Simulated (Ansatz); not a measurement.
**Molecular dynamics of CH₁₁NOSi₂**

input.yaml

```yaml
crystal:
  periodic: [false, false, false]
  atoms:
    - { symbol: Si, position_ang: [-0.9229, 0.4541, -0.4851] }
    - { symbol: "N", position_ang: [0.2845, -0.9798, -1.4865] }
    - { symbol: H, position_ang: [-2.0544, -0.2337, -1.1051] }
    - { symbol: H, position_ang: [-1.5434, 1.1216, 0.6861] }
    - { symbol: C, position_ang: [0.0871, 1.8481, -1.2814] }
    - { symbol: H, position_ang: [0.5376, -1.1973, -0.1925] }
    - { symbol: O, position_ang: [0.1134, -0.6791, 0.8982] }
    - { symbol: Si, position_ang: [0.3452, -0.9754, 2.4574] }
    - { symbol: H, position_ang: [-0.121, -1.811, -1.8923] }
    - { symbol: H, position_ang: [1.1315, -0.7282, -1.9733] }
    - { symbol: H, position_ang: [1.0872, 1.9089, -0.863] }
    - { symbol: H, position_ang: [0.1817, 1.7155, -2.3538] }
    - { symbol: H, position_ang: [-0.399, 2.8028, -1.1105] }
    - { symbol: H, position_ang: [1.4357, -0.1331, 2.9581] }
    - { symbol: H, position_ang: [-0.8809, -0.7207, 3.213] }
    - { symbol: H, position_ang: [0.7178, -2.3927, 2.5307] }
magnetization:
  spin_polarized: true
basis:
  gaussian: { orbitals: STO-3G }
hamiltonian:
  xc: pbe
md:
  timestep: 0.5
  n_steps: 120
  ensemble: nve
  temperature: 100.0
  initial_velocities: maxwell_boltzmann
  seed: 211121
```

Launched with:

```bash
$ ansatz run input.yaml --threads 1 --pin off --max-ram 2048MiB --backend cpu --events-out ev --progress --plain --runs-dir out
```

It starts from a rough guess of a transition structure, not a stationary point.

Output, in part (one step line in 3, the closing report, with atoms numbered from 0):

```
md step     0: t =     0.00 fs  T =   100.0 K  F+E_penalty+E_count = -20249.17539491 eV  E_kin = 0.180964 eV  conserved = -20248.99443092 eV  (25 SCF iters)
md step     3: t =     1.50 fs  T =   159.2 K  F+E_penalty+E_count = -20249.28420724 eV  E_kin = 0.288023 eV  conserved = -20248.99618396 eV  (28 SCF iters)
md step     6: t =     3.00 fs  T =   249.0 K  F+E_penalty+E_count = -20249.44757944 eV  E_kin = 0.450685 eV  conserved = -20248.99689406 eV  (27 SCF iters)
md step     9: t =     4.50 fs  T =   311.2 K  F+E_penalty+E_count = -20249.55846715 eV  E_kin = 0.563172 eV  conserved = -20248.99529492 eV  (27 SCF iters)
md step    12: t =     6.00 fs  T =   429.1 K  F+E_penalty+E_count = -20249.77302934 eV  E_kin = 0.776487 eV  conserved = -20248.99654209 eV  (28 SCF iters)
md step    15: t =     7.50 fs  T =   519.6 K  F+E_penalty+E_count = -20249.93894365 eV  E_kin = 0.940210 eV  conserved = -20248.99873361 eV  (28 SCF iters)
md step    18: t =     9.00 fs  T =   460.0 K  F+E_penalty+E_count = -20249.82862256 eV  E_kin = 0.832412 eV  conserved = -20248.99621018 eV  (26 SCF iters)
md step    21: t =    10.50 fs  T =   418.3 K  F+E_penalty+E_count = -20249.75199611 eV  E_kin = 0.757004 eV  conserved = -20248.99499236 eV  (28 SCF iters)
md step    24: t =    12.00 fs  T =   451.6 K  F+E_penalty+E_count = -20249.81626488 eV  E_kin = 0.817308 eV  conserved = -20248.99895737 eV  (27 SCF iters)
md step    27: t =    13.50 fs  T =   340.0 K  F+E_penalty+E_count = -20249.61207541 eV  E_kin = 0.615367 eV  conserved = -20248.99670862 eV  (28 SCF iters)
md step    30: t =    15.00 fs  T =   197.0 K  F+E_penalty+E_count = -20249.35092594 eV  E_kin = 0.356459 eV  conserved = -20248.99446653 eV  (22 SCF iters)
md step    33: t =    16.50 fs  T =   178.2 K  F+E_penalty+E_count = -20249.31811411 eV  E_kin = 0.322471 eV  conserved = -20248.99564315 eV  (27 SCF iters)
md step    36: t =    18.00 fs  T =   216.6 K  F+E_penalty+E_count = -20249.38891141 eV  E_kin = 0.392055 eV  conserved = -20248.99685631 eV  (28 SCF iters)
md step    39: t =    19.50 fs  T =   263.3 K  F+E_penalty+E_count = -20249.47130029 eV  E_kin = 0.476532 eV  conserved = -20248.99476792 eV  (28 SCF iters)
md step    42: t =    21.00 fs  T =   398.7 K  F+E_penalty+E_count = -20249.71968124 eV  E_kin = 0.721423 eV  conserved = -20248.99825838 eV  (27 SCF iters)
md step    45: t =    22.50 fs  T =   447.7 K  F+E_penalty+E_count = -20249.80717127 eV  E_kin = 0.810178 eV  conserved = -20248.99699281 eV  (28 SCF iters)
md step    48: t =    24.00 fs  T =   456.5 K  F+E_penalty+E_count = -20249.82129437 eV  E_kin = 0.826068 eV  conserved = -20248.99522677 eV  (28 SCF iters)
md step    51: t =    25.50 fs  T =   531.9 K  F+E_penalty+E_count = -20249.96012492 eV  E_kin = 0.962611 eV  conserved = -20248.99751392 eV  (27 SCF iters)
md step    54: t =    27.00 fs  T =   525.4 K  F+E_penalty+E_count = -20249.94974444 eV  E_kin = 0.950716 eV  conserved = -20248.99902841 eV  (26 SCF iters)
md step    57: t =    28.50 fs  T =   359.6 K  F+E_penalty+E_count = -20249.64614120 eV  E_kin = 0.650785 eV  conserved = -20248.99535656 eV  (25 SCF iters)
md step    60: t =    30.00 fs  T =   248.5 K  F+E_penalty+E_count = -20249.44508961 eV  E_kin = 0.449622 eV  conserved = -20248.99546759 eV  (27 SCF iters)
md step    63: t =    31.50 fs  T =   221.4 K  F+E_penalty+E_count = -20249.39661356 eV  E_kin = 0.400613 eV  conserved = -20248.99600057 eV  (27 SCF iters)
md step    66: t =    33.00 fs  T =   238.1 K  F+E_penalty+E_count = -20249.42593841 eV  E_kin = 0.430812 eV  conserved = -20248.99512672 eV  (26 SCF iters)
md step    69: t =    34.50 fs  T =   342.6 K  F+E_penalty+E_count = -20249.61594105 eV  E_kin = 0.620004 eV  conserved = -20248.99593749 eV  (27 SCF iters)
md step    72: t =    36.00 fs  T =   471.8 K  F+E_penalty+E_count = -20249.85205307 eV  E_kin = 0.853795 eV  conserved = -20248.99825828 eV  (26 SCF iters)
md step    75: t =    37.50 fs  T =   499.2 K  F+E_penalty+E_count = -20249.89969849 eV  E_kin = 0.903422 eV  conserved = -20248.99627643 eV  (27 SCF iters)
md step    78: t =    39.00 fs  T =   546.9 K  F+E_penalty+E_count = -20249.98556676 eV  E_kin = 0.989735 eV  conserved = -20248.99583181 eV  (26 SCF iters)
md step    81: t =    40.50 fs  T =   627.2 K  F+E_penalty+E_count = -20250.13407736 eV  E_kin = 1.134930 eV  conserved = -20248.99914693 eV  (26 SCF iters)
md step    84: t =    42.00 fs  T =   544.3 K  F+E_penalty+E_count = -20249.98219606 eV  E_kin = 0.984945 eV  conserved = -20248.99725099 eV  (26 SCF iters)
md step    87: t =    43.50 fs  T =   396.1 K  F+E_penalty+E_count = -20249.71184292 eV  E_kin = 0.716841 eV  conserved = -20248.99500221 eV  (27 SCF iters)
md step    90: t =    45.00 fs  T =   334.8 K  F+E_penalty+E_count = -20249.60145319 eV  E_kin = 0.605783 eV  conserved = -20248.99566995 eV  (27 SCF iters)
md step    93: t =    46.50 fs  T =   326.4 K  F+E_penalty+E_count = -20249.58743987 eV  E_kin = 0.590750 eV  conserved = -20248.99669014 eV  (27 SCF iters)
md step    96: t =    48.00 fs  T =   325.1 K  F+E_penalty+E_count = -20249.58399249 eV  E_kin = 0.588305 eV  conserved = -20248.99568787 eV  (28 SCF iters)
md step    99: t =    49.50 fs  T =   358.0 K  F+E_penalty+E_count = -20249.64574676 eV  E_kin = 0.647930 eV  conserved = -20248.99781702 eV  (27 SCF iters)
md step   102: t =    51.00 fs  T =   350.3 K  F+E_penalty+E_count = -20249.62877867 eV  E_kin = 0.633901 eV  conserved = -20248.99487740 eV  (27 SCF iters)
md step   105: t =    52.50 fs  T =   441.3 K  F+E_penalty+E_count = -20249.79479716 eV  E_kin = 0.798676 eV  conserved = -20248.99612162 eV  (28 SCF iters)
md step   108: t =    54.00 fs  T =   564.8 K  F+E_penalty+E_count = -20250.02055133 eV  E_kin = 1.022164 eV  conserved = -20248.99838734 eV  (26 SCF iters)
md step   111: t =    55.50 fs  T =   554.6 K  F+E_penalty+E_count = -20250.00116998 eV  E_kin = 1.003701 eV  conserved = -20248.99746869 eV  (26 SCF iters)
md step   114: t =    57.00 fs  T =   477.9 K  F+E_penalty+E_count = -20249.85941654 eV  E_kin = 0.864851 eV  conserved = -20248.99456600 eV  (25 SCF iters)
md step   117: t =    58.50 fs  T =   503.2 K  F+E_penalty+E_count = -20249.90736315 eV  E_kin = 0.910697 eV  conserved = -20248.99666603 eV  (27 SCF iters)
md step   120: t =    60.00 fs  T =   514.4 K  F+E_penalty+E_count = -20249.92917314 eV  E_kin = 0.930817 eV  conserved = -20248.99835629 eV  (26 SCF iters)
Total energy: -20249.92920221 eV, -744.1711722862 hartree
Atom 0 at    -0.783702     0.467406    -0.250291 Å, force     1.194109    -2.774245     0.270781 eV/Å
Atom 1 at     0.325384    -1.050911    -1.652058 Å, force    -0.040748     0.667671     0.836301 eV/Å
Atom 2 at    -2.067096     0.002416    -0.804099 Å, force     0.341465    -0.092263     0.003231 eV/Å
Atom 3 at    -1.198657     1.091952     0.973969 Å, force    -0.329233     0.859615     0.500776 eV/Å
Atom 4 at    -0.043993     1.858648    -1.292299 Å, force     0.528637    -0.094892     0.970278 eV/Å
Atom 5 at     0.548226    -1.450549    -0.608274 Å, force    -0.166008     0.398233    -0.608998 eV/Å
Atom 6 at     0.156526    -0.878593     0.741964 Å, force    -0.826614     1.098109    -3.171034 eV/Å
Atom 7 at     0.241953    -0.867452     2.419389 Å, force     0.160773     0.122752     0.071375 eV/Å
Atom 8 at    -0.295895    -1.681373    -2.235404 Å, force     0.351598    -0.087878     0.270645 eV/Å
Atom 9 at     1.197507    -0.819780    -2.242322 Å, force    -0.759351    -0.394876     0.741702 eV/Å
Atom 10 at     0.862563     2.223544    -0.793877 Å, force     0.298450     0.153265     0.061015 eV/Å
Atom 11 at     0.241166     1.589852    -2.302961 Å, force    -0.009846    -0.338699    -0.615697 eV/Å
Atom 12 at    -0.719682     2.706876    -1.334396 Å, force    -0.589202     0.495879    -0.050475 eV/Å
Atom 13 at     1.259256     0.081602     2.889258 Å, force    -0.044619    -0.108897     0.187787 eV/Å
Atom 14 at    -1.034405    -0.527587     3.015991 Å, force    -0.210600     0.076596     0.325551 eV/Å
Atom 15 at     0.607614    -2.234418     2.766538 Å, force     0.101189     0.019629     0.206761 eV/Å
Dipole moment:     0.213584    -0.230592    -0.263992 e Å
```

The run went to its last step. The conserved energy stayed within 0.29 meV per atom of its start (net change -0.25 meV per atom), so the integration is sound. The system heated up, since it started high on the potential surface and ran downhill. A run of 0.06 ps of so small a system gives no equilibrium averages. The orbitals stay closed-shell, which can raise the energy where a bond breaks towards radicals; this wasn't checked here. Limits of this set-up: minimal basis.

The step under study would form Si1–O7, N2–H6 and break Si1–N2, H6–O7. These pairs go: Si1–O7 2.07 → 1.92 Å, N2–H6 1.34 → 1.14 Å, Si1–N2 2.13 → 2.35 Å, H6–O7 1.28 → 1.52 Å. In the last frame they stand as after the step (other bonds may differ from the relaxed reactants and products). These pairs come and go: their bonding changes 6 times, last at 56 of 60 fs, so the outcome isn't settled. It ends as CH8OSi2 + H3N by the count below, though a long contact still joins these pieces: Si1–N2, 2.35 Å. Pairs count as bonded within 1.25 times the sum of covalent radii (0.12 Å more for H–H).

Last frame:

```xyz
16
Properties=species:S:1:pos:R:3
Si -0.784 0.467 -0.250
N 0.325 -1.051 -1.652
H -2.067 0.002 -0.804
H -1.199 1.092 0.974
C -0.044 1.859 -1.292
H 0.548 -1.450 -0.608
O 0.157 -0.879 0.742
Si 0.242 -0.868 2.419
H -0.296 -1.681 -2.235
H 1.198 -0.820 -2.242
H 0.863 2.224 -0.794
H 0.241 1.590 -2.303
H -0.720 2.707 -1.334
H 1.259 0.082 2.889
H -1.034 -0.528 3.016
H 0.608 -2.234 2.767
```

The run took 11 min on 1 thread of Intel(R) Xeon(R) Platinum 8259CL CPU @ 2.50GHz (Skylake/Cascade Lake), with other jobs on the host, peak memory 0.15 GiB.
